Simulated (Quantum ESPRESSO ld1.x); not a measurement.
Question: The mean radii <r> (bohr) of the occupied orbitals of an atom or ion are listed with their occupations. All-electron calculation, scalar-relativistic Kohn-Sham, LDA (Slater exchange, VWN5 correlation), spin-polarised, spherical densities, point nucleus. Program: ld1.x of Quantum ESPRESSO 7.5.

orbital  occ.      <r>
1s up       1  0.01967
1s down     1  0.01967
2s up       1  0.08339
2s down     1  0.08339
2p up       3  0.07418
2p down     3  0.07418
3s up       1   0.2162
3s down     1   0.2161
3p up       3   0.2154
3p down     3   0.2153
3d up       5   0.1950
3d down     5   0.1949
4s up       1   0.4584
4s down     1   0.4587
4p up       3   0.4758
4p down     3   0.4763
4d up       5   0.4848
4d down     2   0.4855
4f up       1   0.4700

Name the element and its charge. Open shells, if any, are filled with parallel spins first.

Answer: Z = 70, ytterbium, charge +26: Yb26+ in [Kr] 4d7 4f1. The 1s radius gives Z: for a bare nucleus <r> = (2 gamma + 1)/(2Z) with gamma = sqrt(1 - (Z/c)^2), 0.01942 bohr for Z = 70, and screening makes it slightly larger (0.01967 here). The occupations add up to 44, and the charge is Z minus that.
